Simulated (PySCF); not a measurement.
Structure problem from calculated spectra and properties.

Formula: C3H6BF2N.

- Dipole: 5.83 D [PBE0/def2-SVPD]
- Rotational structure: rotational constants A, B, C: 7.722, 1.113, 1.015 GHz [PBE0-D3(BJ)/def2-SVP]
- UV, strongest line: among the 10 lowest singlet transitions: S4 at 6.62 eV (187 nm, f = 0.577) [TDDFT PBE0/def2-SVPD]
- UV, first state: lowest singlet excitation: 5.40 eV (230 nm, f = 0.002) [TDDFT PBE0/def2-SVPD]
- XPS: B1s 194.1, C1s 293.2, C1s 293.6, C1s 296.9, N1s 407.2, F1s 694.3 (×2) eV [ΔSCF SCAN, pcX-2 on the ionised atom, pcseg-1 elsewhere, spin-free X2C]
- 13C NMR: chemical shifts (computed TMS as zero) by class: 113.9 (1 C), 110.5 (1 C), 25.8 (1 C) ppm [GIAO PBE0/pcSseg-1]
- Polarisability: 69.3 au [PBE0/def2-SVPD]

The electronic properties come from PySCF, for the isolated species, density fitting. Levels stand in brackets. Isolated species at its PBE0-D3(BJ)/def2-SVP geometry (one conformer only). Each NMR value is the plain mean over a class of atoms that symmetry, rotation or inversion makes alike.

**Question.** Propose a structure and show how it fits.

**Answer.** Numbering: `[BH3-:1][N+:2]#[C:3][CH2:4][CH:5]([F:6])[F:7]`. 3 carbons fall into 3 classes; from least to most shielded: CHF2 carbon [C5] (113.9 ppm), triply bonded carbon [C3] (110.5 ppm), chain CH2 carbon [C4] (25.8 ppm). The core levels belong to: B1s 194.1 eV, four-coordinate boron [B1]; C1s 293.2 eV, triply bonded carbon [C3]; C1s 293.6 eV, chain CH2 carbon [C4]; C1s 296.9 eV, CHF2 carbon [C5]; N1s 407.2 eV, nitrogen bonded to B and C [N2]; F1s 694.3 eV, fluorine of a CF2 group [F6/F7]. One atom of each topological class was ionised and stands for its class. The hole state at 407.2 eV has ⟨S²⟩ = 0.83 against 0.75, so that value is less sure. The hole state at 293.2 eV has ⟨S²⟩ = 0.84 against 0.75, so that value is less sure. The optimised geometry has point group C1 and is an asymmetric top. Structure: `[BH3-][N+]#CCC(F)F`. Computed isomers that give other values at the same levels: `[H]/N=C\CCB(F)F` (smallest rotational constant: 0.949 GHz; this holds for the one conformer computed). The assignments are read from this structure; whether some other isomer fits the data as well wasn't checked.

Conformer computed: `[BH3-:1][N+:2]#[C:3][CH2:4][CH:5]([F:6])[F:7]`: C3–C4–C5–F6 180°.
